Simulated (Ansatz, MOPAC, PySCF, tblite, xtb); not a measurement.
Energy landscape of H₂B (cation, charge +1), singlet: map of symmetric stretch and bend. Scanned: B-H bond length and H-B-H angle.

- GFN2-xTB, 300 K electronic temperature (tblite)
- RHF/cc-pVTZ (PySCF)
- r2SCAN/cc-pVTZ (PySCF)
- M06-2X/cc-pVTZ (PySCF)
- RKS-PBE/cc-pVTZ = restricted PBE/cc-pVTZ (Ansatz, a quantum-chemistry and plane-wave program)
- MP2 on RHF/cc-pVTZ, 1 core orbital frozen (PySCF)
- CCSD on RHF/cc-pVTZ, 1 core orbital frozen (PySCF)
- CCSD(T) on RHF/cc-pVTZ, 1 core orbital frozen (PySCF)
- PM7, restricted, heats of formation (MOPAC)
- AM1, restricted, heats of formation (MOPAC)
- GFN1-xTB (xtb)
- RKS-B3LYP/6-31G* = restricted B3LYP/6-31G*, spherical d (PySCF)
- RKS-B3LYP/6-311+G** = PySCF 2.14.0 with restricted B3LYP/6-311+G**, spherical d
- RKS-LDA (SVWN5)/6-31G* = restricted LDA (SVWN5)/6-31G*, spherical d (PySCF)
- RKS-B3LYP/LANL2DZ = restricted B3LYP/LANL2DZ in PySCF 2.14.0

Energies in kJ/mol at chosen points (x: B-H bond length (Å); y: H-B-H angle (°)), relative to x = 1.17, y = 180:

| method | (1.58, 140) | (1.29, 150) | (1.40, 130) | (1.52, 120) | (0.99, 170) | (0.99, 160) | (1.46, 90) |
|---|---|---|---|---|---|---|---|
| GFN2-xTB | 181.4 | 27.8 | 90.1 | 167.5 | 122.0 | 124.3 | 205.5 |
| RHF | 303.2 | 64.0 | 184.0 | 311.7 | 120.3 | 131.3 | 421.8 |
| r2SCAN | 262.0 | 54.1 | 160.2 | 271.6 | 125.4 | 135.7 | 374.2 |
| M06-2X | 275.4 | 55.7 | 166.2 | 283.7 | 124.7 | 135.5 | 387.2 |
| RKS-PBE/cc-pVTZ | 241.1 | 47.9 | 147.1 | 251.4 | 132.4 | 142.7 | 351.9 |
| MP2 | 283.4 | 59.5 | 171.9 | 290.3 | 121.1 | 131.7 | 391.3 |
| CCSD | 265.4 | 55.8 | 162.1 | 272.4 | 123.6 | 134.1 | 368.6 |
| CCSD(T) | 262.7 | 55.2 | 160.8 | 269.9 | 124.0 | 134.6 | 365.7 |
| PM7 | 280.1 | 50.6 | 146.6 | 261.1 | 85.8 | 92.4 | 272.0 |
| AM1 | 338.5 | 63.1 | 194.4 | 334.9 | 143.8 | 155.6 | 421.2 |
| GFN1-xTB | 206.5 | 40.4 | 119.9 | 207.2 | 111.0 | 117.0 | 274.8 |
| RKS-B3LYP/6-31G* | 266.9 | 54.5 | 161.9 | 275.0 | 133.5 | 144.1 | 376.5 |
| RKS-B3LYP/6-311+G** | 265.0 | 55.5 | 162.1 | 273.7 | 123.2 | 133.8 | 375.3 |
| RKS-LDA (SVWN5)/6-31G* | 229.6 | 41.8 | 137.5 | 239.9 | 151.1 | 161.1 | 340.1 |
| RKS-B3LYP/LANL2DZ | 258.9 | 56.2 | 161.2 | 269.6 | 128.9 | 142.5 | 372.0 |
